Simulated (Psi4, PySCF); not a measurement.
PySCF was given this input:
```python
from pyscf import gto, scf, dft

mol = gto.Mole()
mol.atom = '''
    Si    0.000000    0.000000    0.000000
'''
mol.basis = '6-31g**'
mol.charge = 0
mol.spin = 2
mol.verbose = 4
mol.build()

mf = dft.UKS(mol)
mf.xc = 'blyp'
mf.grids.atom_grid = (99, 590)
mf.grids.prune = None
mf.kernel()
```

### Question
Give the equivalent Psi4 input.

### Answer
One answer among several that fit: 
```
memory 2 GB

molecule {
0 3
Si    0.00000000    0.00000000    0.00000000
}

set {
  basis 6-31g**
  reference uks
  scf_type pk
  puream true
  d_convergence 1e-8
  dft_radial_points 99
  dft_spherical_points 590
}

energy('blyp')
print_variables()
```

Both were run: PySCF gave -289.353273 Eh and Psi4 -289.353273 Eh, 0.000 mEh apart.
